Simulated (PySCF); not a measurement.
## Löwdin shares of the frontier orbitals

Species: C6H13FGe.
Structure used (PBE0-D3(BJ)/def2-SVP), in Å, numbered top down from 1:
```
atom  x, y, z in Å
C1    -1.9764    1.5730    0.1760
C2    -0.7013    0.8238   -0.1967
C3    -0.9853   -0.6734   -0.3795
C4     0.1394   -1.4940   -1.0128
C5     1.3837   -1.6582   -0.1347
Ge6    2.0162    0.0843    0.4520
F7     2.9006   -0.1271    1.9534
C8     0.4041    1.1027    0.8341
H9    -1.7877    2.6517    0.2893
H10   -2.3774    1.2030    1.1342
H11   -2.7596    1.4439   -0.5877
H12   -0.3627    1.2109   -1.1778
H13   -1.8848   -0.7752   -1.0089
H14   -1.2541   -1.1087    0.6017
H15    0.4185   -1.0262   -1.9749
H16   -0.2535   -2.4906   -1.2765
H17    2.1739   -2.2218   -0.6530
H18    1.1365   -2.2221    0.7810
H19    3.0048    0.7743   -0.5086
H20    0.0674    0.7884    1.8382
H21    0.6187    2.1809    0.8976
```

Theory: TDDFT CAM-B3LYP/def2-SVPD, vertical, gas phase, core orbitals frozen in the response in PySCF. The CAM-B3LYP/def2-SVPD calculation is non-relativistic and has no spin–orbit coupling, an omission that weighs most on germanium.

Kohn–Sham orbitals with the atoms that hold most of them (Löwdin shares over 4%, at most four atoms; ? is withheld):

```csv
orbital,ε (eV),atoms
LUMO+2,1.57,"Ge6 14%, C5 10%, H17 10%, C1 8%"
LUMO+1,1.34,"Ge6 32%, F7 10%, C1 7%, H19 6%"
LUMO,1.11,"Ge6 16%, C4 12%, H15 8%, H19 7%"
HOMO,?,?
HOMO-1,-9.88,?
HOMO-2,-10.68,"C2 24%, C3 17%, H12 14%, H14 9%"
HOMO-3,-10.99,"C3 18%, C2 16%, C8 10%, C1 8%"
```

(1) Which atoms hold the HOMO-1, and with what shares?

(2) Which atoms hold the HOMO, and with what shares?

(3) What is the HOMO energy, and the HOMO–LUMO gap?

## Answers

(1) Ge6 (bonded to 2 C, F and H) 20%; H19 (bonded to Ge) 16%; C8 (bonded to C, Ge and 2 H) 15%; C5 (bonded to C, Ge and 2 H) 10%. By element: carbon 25% or more, germanium 20%, hydrogen 16% or more.

(2) C5 (bonded to C, Ge and 2 H) 20%; C8 (bonded to C, Ge and 2 H) 18%; Ge6 (bonded to 2 C, F and H) 17%; C4 (bonded to 2 C and 2 H) 7%. By element: carbon 46% or more, germanium 17%.

(3) ε(HOMO) = -9.16 eV; the gap is 10.27 eV (0.3774 hartree).

**Question.** The HOMO–LUMO gap is 10.27 eV. Where does the response calculation put the lowest singlet, and from which orbitals?

**Answer.** S1 is at 7.08 eV (f = 0.0003), 3.19 eV below the gap, made of HOMO→LUMO (67%), HOMO→LUMO+1 (23%). 

Next come S2 at 7.70 eV (f 0.019), HOMO→LUMO+1 (41%), HOMO-1→LUMO (17%), HOMO→LUMO (16%); S3 at 7.76 eV (f 0.0079), HOMO-1→LUMO (42%), HOMO→LUMO+1 (16%), HOMO-1→LUMO+1 (16%); S4 at 7.94 eV (f 0.015), HOMO→LUMO+2 (67%), HOMO-1→LUMO+1 (8%); S5 at 8.16 eV (f 0.034), HOMO→LUMO+3 (78%), HOMO→LUMO+4 (9%).

Löwdin shares depend on the basis, the more so with diffuse functions.

One conformer stands for the species.
